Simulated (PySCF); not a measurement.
Cu²⁷⁺: ionisation energy

Cu²⁷⁺ 1s2 → Cu²⁸⁺ 1s1 [1s1/2^1, M_J = 1/2], as a difference of total energies. Calculation: PySCF 2.14, in an even-tempered Gaussian basis (15 s from 36 bohr⁻², ratio 2.4; 9 p from 47 bohr⁻², ratio 2.4; 3 d from 150 bohr⁻², ratio 2.6; 3 f from 220 bohr⁻², ratio 2.6); the two-component X2C-1e Hamiltonian. Correlated levels: nothing frozen; the 28 highest virtual spinors dropped. "Screened" scales the spin-orbit matrix elements by Boettger's factors to mimic the two-electron term; Breit and QED terms are absent.

```csv
method,ionisation energy (eV)
GHF (screened spin-orbit),11070.6
GMP2 (screened spin-orbit),11072.0
GHF (bare spin-orbit),11070.6
GMP2 (bare spin-orbit),11072.0
```

For comparison: 11062.4 eV (theoretical estimate listed by NIST; NIST Atomic Spectra Database, ionization energies).
